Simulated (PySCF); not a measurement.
# Polarisability and C₆ of Ti (titanium, neutral)

[Ar] 3d2 4s2, high-spin 3F determinant. Computed with PySCF 2.14 in def2-TZVPPD, with no relativity, point nucleus. Coupled (time-dependent) response in atomic units; α is the mean over directions.

```json
{"method": "UHF", "mean α (bohr³)": "163.7", "C₆ (like pair)": "1767", "S(−4)": "223900"}
{"method": "PBE", "mean α (bohr³)": "105.1", "C₆ (like pair)": "1199", "S(−4)": "6004"}
{"method": "PBE0", "mean α (bohr³)": "111.1", "C₆ (like pair)": "1300", "S(−4)": "6745"}
{"method": "r2SCAN0", "mean α (bohr³)": "113.2", "C₆ (like pair)": "1367", "S(−4)": "7052"}
```

S(−4) is the Cauchy moment in α(ω) = α(0) + S(−4) ω² + …

Reference α: 87 ± 10 bohr³ (recommended; Schwerdtfeger and Nagle, table of static dipole polarizabilities (2023 update)). Published C₆: 1044 (Chu and Dalgarno (2004); Tang, Norbeck and Certain (1976)).

Hartree-Fock lies above the reference because it lacks correlation, which contracts the outer shell.

α(iu) at PBE:

```csv
u (hartree),α(iu) (bohr³)
0,105.1
0.0500,92.32
0.100,68.98
0.200,36.14
0.300,21.39
0.500,10.52
0.750,6.087
1.00,4.165
1.50,2.413
2.00,1.600
3.00,0.8562
5.00,0.3612
```

A single London oscillator, α(iu) = α/(1 + u²/ω²), gives C₆ = (3/4) ω α². Matching the computed C₆ needs ω = 4 × 1199 / (3 × 105.1²) = 0.145 hartree.
